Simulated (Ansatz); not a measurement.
Consider the cleavage of the Si–Si bond: `[SiH3][SiH2][N]1[CH2][AlH]1` + `[OH][Ga]([F])[F]` → `[F][Ga]([F])[O][SiH3]` + `[SiH3][N]1[CH2][AlH]1`.

Isolated molecules relaxed with PBE0-D4/def2-TZVP in Ansatz; ΔE leaves out vibrations. CCSD(T)/CBS is the MP2 limit (def2-TZVPP, def2-QZVPP) plus CCSD(T) − MP2 in def2-TZVPP, frozen cores. Functionals use def2-TZVPP. B3LYP here is the variant with VWN-RPA as its local correlation; programs differ in this. For Ga outer-core shells are correlated without core-valence functions, which leaves a few kJ/mol of doubt a bond. Scalar relativity is left out up to krypton. Each species was taken in one conformer, which may not be the lowest.

```tsv
level	ΔE (kJ/mol)	difference from CCSD(T)/CBS
PBE-D4	-66.8	30.0
PBE0-D4	-77.7	19.1
ωB97X-V	-94.9	1.9
ωB97M-V	-98.8	-2.0
PBE0	-80.1	16.7
B3LYP	-98.7	-1.9
SCS-MP2/def2-QZVPP	-111.1	-14.3
HF/CBS(def2)	-134.2	-37.4
MP2/CBS(def2)	-103.5	-6.7
CCSD/CBS(def2)	-101.6	-4.8
CCSD(T)/CBS	-96.8	0
```

Largest T1 diagnostic among the species: 0.015.

In def2-TZVPP, CCSD(T) changes the Hartree–Fock value by +33.3 kJ/mol (the triples alone add +4.7 kJ/mol) and MP2 by +26.6 kJ/mol. From PBE to PBE0 (25 % exact exchange), in def2-TZVPP and without D4, ΔE moves by −10.8 kJ/mol.
